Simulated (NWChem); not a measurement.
Species: HSO₃ anion

```xyz
5

O      1.3882     0.2805     0.2440
S      0.0116     0.1836    -0.4021
O     -1.0173     1.0079     0.3355
O     -0.4039    -1.5046     0.0678
H      0.2638    -1.6798     0.7494
```
Atoms are numbered in this order, from 1.

Computed with NWChem. Pople sets run with spherical d functions. Sets without diffuse functions describe the anion's extra electron poorly. Coordinates come from a B3LYP/def2-SVPD optimisation. Vzz is the largest principal value of the second derivative of the potential at the nucleus (NWChem prints the opposite sign); η is the asymmetry. Non-relativistic.

```
level                   Vzz O1 (a.u.)  η O1  Vzz S2 (a.u.)  η S2  Vzz O3 (a.u.)  η O3  Vzz O4 (a.u.)  η O4
----------------------  -------------  ----  -------------  ----  -------------  ----  -------------  ----
Hartree-Fock/cc-pVTZ            1.549  0.32         -2.610  0.83          1.469  0.45         -1.734  0.90
Hartree-Fock/def2-TZVP            [?]  0.31            [?]  0.80            [?]  0.44         -1.734  0.90
B3LYP/def2-TZVP                 1.259  0.34         -2.234  0.63          1.165  0.51         -1.586  0.95
B3LYP/6-31G*                    1.316  0.35         -1.946  0.52          1.238  0.50         -1.574  0.93
```

Fill in the missing entries.


- Hartree-Fock/def2-TZVP, Vzz O1 (a.u.): 1.513
- Hartree-Fock/def2-TZVP, Vzz S2 (a.u.): -2.824
- Hartree-Fock/def2-TZVP, Vzz O3 (a.u.): 1.429
